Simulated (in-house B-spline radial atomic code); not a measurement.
Settings and results of a run for Ar4+. Level of theory: scalar-relativistic (X2C) TPSS, spin-polarised, spherical fractional occupations, Fermi nucleus of rms radius 3.4274 fm; calculated with a radial B-spline atomic code at the basis-set limit.

Command:
```bash
python run_scf.py task.json out
```
Settings (nuclear radius in fm, mass in u):
```
Z                18
configuration    [Ne] 3s2 3p2
hamiltonian      x2c
method           tpss,tpss
spin_polarised   True
nucleus          fermi
rms_radius       3.4274
atomic_mass      39.96238
speed_of_light   137.035999084
```

Output (hartree, bohr):
```
 radial grid: 67 intervals, B-splines of order 8, outer radius 14.6809 bohr

 iter        energy (Eh)    residual
    1        -524.120599    2.43e-02
    2        -524.121855    1.15e-03
    3        -524.121856    6.08e-04
    4        -524.121857    3.21e-04
    5        -524.121857    1.82e-05
    6        -524.121857    2.35e-06
    7        -524.121857    2.32e-07
    8        -524.121857    1.87e-08

 total energy                      -524.12186
 kinetic                             527.3554
 electron-nucleus                  -1216.8714
 Hartree                             194.5873
 exchange-correlation                -29.1931

 orbital      occ     eigenvalue          <r>       <r^2>       <1/r>     <1/r^2>       r_max
 1s up      1.000      -117.5692     0.085433  0.00983167      17.824     660.732     0.05583
 1s down    1.000      -117.5471    0.0854218  0.00982888     17.8256     660.824     0.05583
 2s up      1.000       -13.4870      0.41197    0.201376     3.58414     55.4452      0.3372
 2s down    1.000       -13.4694     0.411732    0.200985     3.58337     55.3851      0.3374
 2p up      3.000       -10.9912     0.374836    0.174462     3.46653     16.7538      0.2795
 2p down    3.000       -10.9640      0.37465     0.17409     3.46577     16.7421      0.2798
 3s up      1.000        -3.0749      1.25073     1.78193       1.112     7.93863       1.112
 3s down    1.000        -2.9199      1.26019     1.81428     1.10664     7.89235       1.116
 3p up      2.000        -2.4666      1.32955     2.03909     1.01915     2.32165       1.163
```

Time taken, with all properties: 0.27 s on 1 thread of Arm Neoverse V1, on a shared host.
